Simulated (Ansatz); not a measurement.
Abridged output of a molecular run in Ansatz:

```
Functional definition: HF
1644 factors; integrals over basis functions are off by at most 1.0e-3 eV
mean field evaluation 1: about -64089.0843 eV, gradient 1.7e1 eV
mean field evaluation 2: about -64089.0994 eV, gradient 1.7e1 eV
mean field evaluation 4: about -64091.3180 eV, gradient 2.7e0 eV
mean field evaluation 8: about -64091.4159 eV, gradient 1.5e-1 eV
mean field -64091.41647038 eV, -2355.3161125640 hartree, gradient 1.2e-6 eV, S^2 0.756159; 0 other end points of the search recorded, 0 dependent functions left out
30 core orbitals not correlated: weight in the atoms' cores, before any rotation towards them, 1.000 or more for the frozen orbitals, at most 0.000 for the correlated occupied ones
reference -64091.41647038 eV, -2355.3161125640 hartree; 19, 18 occupied and 231, 232 virtual orbitals, 1644 factors
second order -25.91090070 eV of doubles, -0.00000000 eV of singles
cycle   1  -27.20270903 eV  change    -1.3e0 eV  update   1.1e-1
cycle   2  -27.83072736 eV  change   -6.3e-1 eV  update   3.2e-2
cycle   3  -27.95881642 eV  change   -1.3e-1 eV  update   1.7e-2
cycle   4  -27.94774141 eV  change    1.1e-2 eV  update   5.4e-3
cycle   5  -27.94574472 eV  change    2.0e-3 eV  update   2.5e-3
cycle   6  -27.94611893 eV  change   -3.7e-4 eV  update   9.7e-4
cycle   7  -27.94631390 eV  change   -1.9e-4 eV  update   3.8e-4
cycle   8  -27.94653252 eV  change   -2.2e-4 eV  update   1.4e-4
cycle   9  -27.94654560 eV  change   -1.3e-5 eV  update   5.1e-5
cycle  10  -27.94650653 eV  change    3.9e-5 eV  update   2.3e-5
perturbative correction -1.30950622 eV, -0.0481234660 hartree
Total energy: -64120.67248313 eV, -2356.3912512021 hartree
Checks for a lower state left out: cluster_reference
```

Its atoms:

Cartesian coordinates in Å:
```
Cl 1.401 2.244 -1.457
Si -0.396 1.464 -0.853
S -0.494 -0.654 -1.134
Si 0.104 -1.250 0.808
Cl -1.291 -0.746 2.210
Cl 1.874 -0.399 1.353
H -1.449 2.056 -1.718
H 0.251 -2.715 0.790
```

Q: Which basis set was used?
A. cc-pV(Q+d)Z
B. def2-SVP
C. def2-SVPD
D. def2-TZVPP

A: D. It gives 280 functions.

Q: Write the keys of the input that set method, charge and spin (a neutral closed shell needs none for the last two).

A: 
```yaml
magnetization: {spin_polarized: true, initial_magnetization: 1}
correlation: {method: ccsd_t}
scf: {omitted_lower_state_checks: [cluster_reference]}
```
